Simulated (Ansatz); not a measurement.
System: CH11N3Si2, net charge 0, singlet state. 
Structure (B3LYP-D3(BJ)/def2-TZVP (Ansatz, a first-principles code) minimum search):
SMILES: C[SiH2][Si](N)(N)N
```xyz
17

C      2.0275    -0.7213     1.6490
Si     1.6121     0.1763     0.0427
Si    -0.7076     0.1105    -0.3321
N     -1.3641     1.1407     0.8889
N     -0.9631     0.4035    -2.0105
N     -1.5277    -1.3796    -0.0508
H      3.0982    -0.6990     1.8579
H      1.5039    -0.2585     2.4874
H      1.7131    -1.7653     1.5937
H      2.0938     1.5856     0.1383
H      2.3615    -0.4473    -1.0825
H     -0.9299     2.0267     1.0951
H     -2.3611     1.1781     1.0450
H     -0.3451     1.0029    -2.5331
H     -1.8908     0.3918    -2.4081
H     -1.4437    -2.1299    -0.7176
H     -1.6445    -1.7241     0.8886
```

Computed values are from Ansatz. Valence correlation only, unless marked. Open shells are spin-unrestricted. No spin-orbit coupling. Non-relativistic. CBS(X,Y): correlation extrapolated as X^-3; Hartree-Fock from the larger set.

```
Property                                                                 Value
---------------------  -------------------------------------------------------
atomisation energy De  1430.3 kcal/mol at CCSD(T)/CBS(cc-pV(T+d)Z,cc-pV(Q+d)Z)
total energy              -787.0373 Eh at CCSD(T)/CBS(cc-pV(T+d)Z,cc-pV(Q+d)Z)
dipole moment                                1.13 D at CCSD(T)/aug-cc-pV(D+d)Z
T1 diagnostic                                        0.011 at CCSD/cc-pV(Q+d)Z
```
